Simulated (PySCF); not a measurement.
H₄SeSiZn, SMILES [SiH3][Zn][SeH]. Heavy atoms are numbered as in [Zn:1]([SeH:2])[SiH3:4]. Hydrogens are named by the atom that carries them.

Geometry optimised at B3LYP-D3(BJ)/def2-SVP. The structure was generated by enumeration; whether it is a known compound was not checked. One conformer was computed; it need not be the lowest.

Calculation: PBE0/pcSseg-1 (PySCF).

GIAO shieldings, no solvent; atoms alike by connectivity are averaged. δ = σ(ref) − σ: ⁷⁷Se against Me2Se (σ = 1740.1 ppm); ¹H against TMS (σ = 31.56 ppm); ²⁹Si against TMS (σ = 352.7 ppm), references at their B3LYP-D3(BJ)/def2-TZVP geometries, non-relativistic.

```csv
nucleus,atoms,count,δ (ppm)
⁷⁷Se,Se2 (SeH),1,-453.3
¹H,H on Si4,3,3.45
¹H,H on Se2,1,0.17
²⁹Si,Si4 (SiH3),1,-132.7
```
